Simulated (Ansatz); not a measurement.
C3H3NSi (`C#C[SiH2]C#N`) from Hartree–Fock to CCSD(T)

```xyz
8

C     2.2245   -0.3013    0.3213
C     1.0731    0.0459    0.2475
Si   -0.6525    0.5852    0.1454
C    -1.6270   -0.7407   -0.6979
N    -2.2480   -1.5563   -1.2222
H     3.2429   -0.6115    0.3853
H    -1.2332    0.7685    1.4916
H    -0.7797    1.8102   -0.6710
```

Total charge 0; spin multiplicity 1. Geometry: relaxed with PBE0-D4/def2-TZVP. Frozen core, restricted reference, Ansatz 0.2.0. CBS rows extrapolate triple and quadruple zeta; past MP2 they add the triple-zeta difference.

```tsv
basis	HF (Eh)	MP2 corr.
def2-SVP	-458.45415	-0.61544
def2-TZVPP	-458.75724	-0.74757
def2-QZVPP	-458.77284	-0.79767
```

(1) Estimate the CCSD correlation energy and the (T) correction in each basis where they were run (hartree).

## Answers

(1) 
```tsv
basis	CCSD corr.	(T)
def2-SVP	-0.64659	-0.02763
def2-TZVPP	-0.77016	-0.04055
CBS(def2)	-0.85738	as TZ
```
